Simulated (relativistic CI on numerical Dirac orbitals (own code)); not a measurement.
Method of calculation: Dirac-Coulomb-Breit CI, KLI orbitals optimised for each configuration, model QED (radiative potential, 1s self-energy scaled to tabulated hydrogen-like ionisation energies), unscaled Slater integrals (own radial code, finite nucleus).

The strongest absorption lines from the ground level of an ion, among the configurations computed and to levels below about 6030 eV (vacuum wavelength in nm, gf): 0.27999 (0.1), 0.28427 (0.069), 0.38702 (0.27), 0.39339 (0.026), 0.40437 (0.25), 0.99167 (0.00051), 2.5098 (0.59), 8.3479 (0.053).

Q: Which ion is it?
A. Sm⁵⁰⁺
B. Ho⁵⁵⁺
C. Pb⁷⁰⁺
D. Hf⁶⁰⁺

A: D. Hf⁶⁰⁺ has 12 electrons and the ground level 3s2 1S_0; the strongest line goes to 3s.3p 1P°_1. The pattern of lines fixes the number of electrons, and along that sequence the line energies rise steadily with the charge (about as its square where n changes within one kind of shell, about linearly where n is kept but much faster in heavy ions where fine structure, which grows about as Z⁴, sets the gap, and irregularly where shells cross), which fixes Z. Configurations outside the model, such as inner-shell arrays, can give stronger lines. At this charge energies of transitions that change n are usually good to better than 1 %, and those within a shell (Δn = 0) to a few per cent.

LS names give the leading component of a level, which can be under half, so a name can repeat, a term be missing and a line seem to break the LS rules.
